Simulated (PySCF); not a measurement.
## How methods differ on the ionisation energy of W⁶³⁺

W⁶³⁺ [Ne] 3s1 [3s1/2^1, M_J = 1/2] → W⁶⁴⁺ [Ne], as a difference of total energies. Computed with PySCF 2.14 in an even-tempered Gaussian basis (17 s from 21 bohr⁻², ratio 2.4; 14 p from 27 bohr⁻², ratio 2.4; 4 d from 85 bohr⁻², ratio 2.6; 4 f from 130 bohr⁻², ratio 2.6), with the two-component X2C-1e Hamiltonian. Correlated levels: 1s2 frozen; the 52 highest virtual spinors dropped. "Screened" scales the spin-orbit matrix elements by Boettger's factors to mimic the two-electron term; Breit and QED terms are absent.

```json
{"method": "GHF (spin-free)", "ionisation energy (eV)": "7136.9"}
{"method": "GMP2 (spin-free)", "ionisation energy (eV)": "7137.7"}
{"method": "GHF (screened spin-orbit)", "ionisation energy (eV)": "7136.2"}
{"method": "GMP2 (screened spin-orbit)", "ionisation energy (eV)": "7137.0"}
```

Breit and QED terms and the two-electron picture change are absent.

For comparison: 7130 ± 7 eV (semi-empirical (NIST evaluation); NIST Atomic Spectra Database, ionization energies).
